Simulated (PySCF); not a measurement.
Species: C2H11NOSi2.
Structure used (PBE0-D3(BJ)/def2-SVP), in Å, numbered top down from 1:
```
atom  x, y, z in Å
C1     2.8035   -0.1185   -0.4396
C2     1.6272    0.5143    0.2661
O3     0.4899   -0.3010    0.1138
Si4   -1.0524    0.1757    0.5592
N5    -1.6373    1.5963   -0.2208
Si6   -2.3779   -1.6540   -0.0352
H7     3.0082   -1.1160   -0.0233
H8     3.7070    0.5003   -0.3290
H9     2.5890   -0.2359   -1.5123
H10    1.8572    0.6483    1.3417
H11    1.4342    1.5242   -0.1462
H12   -1.0626    0.5045    2.0205
H13   -1.8376    1.6259   -1.2132
H14   -1.5139    2.5214    0.1719
H15   -1.7676   -2.9476    0.4001
H16   -2.5480   -1.6866   -1.5233
H17   -3.7369   -1.5391    0.5814
```

All values: PBE0/pcSseg-1 (PySCF, non-relativistic), on one gas-phase PBE0-D3(BJ)/def2-SVP geometry that isn't relaxed in the solvent. The solvent is an IEF-PCM continuum (Bondi radii, 1.10 Å for H, scaled by 1.2). Only the electrostatic response of the medium enters.

```tsv
run	E − E(gas) (kcal/mol)	HOMO (eV)	HOMO–LUMO gap (eV)	dipole (D)
gas	0.00	-7.46	7.79	2.42
P	-3.06	-7.38	7.77	2.89
Q	-1.65	-7.41	7.78	2.67
```

The runs were made in chloroform and cyclohexane. Which run belongs to which solvent?

P = chloroform, Q = cyclohexane. The dielectric constants are 2.017 (cyclohexane), 4.711 (chloroform), and the energy falls further as ε rises. In this model the ground state sees the solvent through ε alone.

How constant is the ratio of the lowering to (ε − 1)/(2ε + 1)?

| solvent | (ε − 1)/(2ε + 1) | E − E(gas) (kcal/mol) | ratio (kcal/mol) | polarisation term (kcal/mol) |
| --- | --- | --- | --- | --- |
| cyclohexane | 0.202 | -1.65 | -8.2 | -1.72 |
| chloroform | 0.356 | -3.06 | -8.6 | -3.31 |

The ratio changes by +5.3 % in size from cyclohexane to chloroform. The polarisation term is half the interaction of the solute with the induced surface charges.

On one thread, Arm Neoverse N1 (aarch64), no GPU, shared host with 64 logical CPUs at a one-minute load of 57, this took 42 s of wall time and 0.90 GiB of memory at its peak. This is the whole shielding run at PBE0/pcSseg-1 in chloroform, SCF included.
